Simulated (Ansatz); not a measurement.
This geometry of AlH$_{2}$Te (4 atoms, charge 0, multiplicity 2) is a first-order saddle point.

Level of theory: Ansatz, UKS PBE-D4/def2-SVP.

```xyz
4
Properties=species:S:1:pos:R:3
Al 0.819 -0.890 0.098
Te 0.097 1.631 0.205
H -0.118 -1.979 0.867
H -0.797 1.238 -1.170
```

(1) Which two structures does it join? (They come from a converged band through this point; their orientation in space is the band's.)

(2) How far does it lie above each of them?

Results:

(1) No bond is made or broken. The dihedral H3–Al1–Te2–H4 goes from -180 to 0°.

First end point:

```xyz
4
Properties=species:S:1:pos:R:3
Al 0.117 -1.120 -0.132
Te -0.122 1.400 0.276
H 0.476 -1.966 1.202
H -0.471 1.686 -1.346
```

Last end point:

```xyz
4
Properties=species:S:1:pos:R:3
Al 0.311 -0.738 1.095
Te -0.155 1.637 0.224
H 0.241 -1.945 0.017
H -0.396 1.047 -1.336
```

(2) 0.291 eV above the first and 0.238 eV above the second. This is the barrier of this one path; another mechanism may lie lower.

Run time: 80 s on 1 CPU thread of a shared host.
